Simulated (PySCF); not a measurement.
C₅H₈F₃NSi.
Atom-mapped SMILES: `[F:1][C:2]([F:3])([F:4])[CH2:5][Si@H:6]1[CH:7]=[CH:8][CH2:9][NH:10]1`

Geometry (GFN2-xTB, Å), atoms numbered from 1 in this order:
```
atom  x, y, z in Å
F1     2.207   -0.284   -2.019
C2     2.676   -0.099   -0.770
F3     3.807    0.621   -0.910
F4     3.070   -1.313   -0.344
C5     1.675    0.530    0.135
Si6    0.081   -0.524    0.098
C7    -1.313    0.080    1.192
C8    -2.393    0.287    0.452
C9    -2.255    0.075   -1.021
N10   -0.853   -0.162   -1.290
H11    1.503    1.548   -0.209
H12    2.109    0.570    1.130
H13    0.460   -1.925    0.340
H14   -1.315    0.196    2.260
H15   -3.357    0.599    0.828
H16   -2.606    0.957   -1.571
H17   -2.878   -0.775   -1.330
H18   -0.628   -0.373   -2.247
```

Probes without a nucleus sit at each ring's centroid and 1 Å off its mean plane on both sides; NICS is minus the shielding there, NICSzz its component along the normal. Level: GIAO PBE0/pcSseg-1 (PySCF, non-relativistic, gas phase) on the GFN2-xTB geometry, one conformer.

Ring bond lengths (Å), with Mayer bond orders in brackets: Si6–C7 1.871 (0.89), C7–C8 1.326 (1.91), C8–C9 1.494 (1.06), C9–N10 1.447 (0.98), N10–Si6 1.711 (1.04).

Question: Give the NICS values of each ring in ppm.

Answer: 
| ring | type | NICS(0) | NICS(1), two faces | NICS(1)zz, two faces | rms pucker (Å) | centre to ring atoms, mean (Å) |
| --- | --- | --- | --- | --- | --- | --- |
| Si6–C7–C8–C9–N10 | 5-membered ring with N and Si; formal bonds 1 double, 4 single | -4.3 | -3.6 / -3.0 | -4.5 / -4.9 | 0.07 | 1.33 |

Question: What do they say, and how far can they be read as aromaticity?

Answer: 
- Si6–C7–C8–C9–N10: mean NICS(1)zz -4.7 ppm, shielded. Si6, C9 have four or more neighbours; no verdict on aromaticity is drawn.

Question: What is the mean of the two in-plane components of NICS at the second NICS(1) probe listed for ring Si6–C7–C8–C9–N10, 1 Å off the ring?

Answer: The isotropic value is a third of the trace: (3 × -3.0 − (-4.9))/2 = -2.0 ppm.

Question: How shielded are the nuclei of the rings and their hydrogens (means over atoms taken as equivalent)?

Answer: 
| atoms | environment | σ isotropic (ppm) |
| --- | --- | --- |
| Si6 | SiH silicon | 360.5 |
| C7 | alkene CH carbon | 56.8 |
| C8 | alkene CH carbon | 28.1 |
| C9 | sp3 carbon bound to nitrogen | 129.1 |
| N10 | silicon-bound nitrogen | 235.3 |
| H13 | Si–H hydrogen | 25.92 |
| H14 | vinylic hydrogen | 25.62 |
| H15 | vinylic hydrogen | 24.46 |
| H16 | methylene hydrogen | 27.48 |
| H17 | methylene hydrogen | 27.48 |
| H18 | N–H hydrogen | 30.85 |

Hardware: one thread of an Arm Neoverse V2 (shared host). Cost: 54 s of wall time (with the writing of density and orbital grids), 0.96 GiB resident at most. This is the whole shielding run at PBE0/pcSseg-1, SCF included.
